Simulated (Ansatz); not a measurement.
A made-up structure of SiH2TeF (charge +1), singlet:

F1  (0.184, -1.717, -0.648)
Si2  (-0.230, -0.460, -0.131)
Te3  (1.517, 0.600, -0.015)
H4  (-1.713, -0.080, 0.233)
H5  (0.242, 1.656, 0.561)
(Å)

It is relaxed with PBE-D4/def2-SVP and then PBE0-D4/def2-TZVP (Ansatz 0.2.0). Atoms count as bonded within 1.22 times the sum of their covalent radii (H–H: 0.88 Å). The end point is not checked to be a true minimum.

Q: Does its bonding change? (Judge from chemistry; the calculation decides.)

A: Computed: No: no bond forms or breaks.

Where it ends: The first stage lowers the energy by 2.79 eV in 9 steps. It ends as SiH₂TeF ([F][SiH][TeH]), total charge +1:
F1  (-0.048, -1.997, -0.714)
Si2  (-0.288, -0.565, -0.160)
Te3  (1.575, 0.874, 0.075)
H4  (-1.698, -0.285, 0.157)
H5  (0.459, 1.973, 0.642)
(Å)

Labels in which every atom is bracketed show which atoms are joined, not bond orders.

For scale, one of the runs: PBE0-D4/def2-TZVP relaxation, 130 basis functions, launched by `ansatz run in.yaml --threads 2 --pin off --events-out ev --progress --plain --max-ram 4352MiB`. Hardware: 2 CPU threads of an Arm Neoverse V1, shared host. Wall time about 15 s.
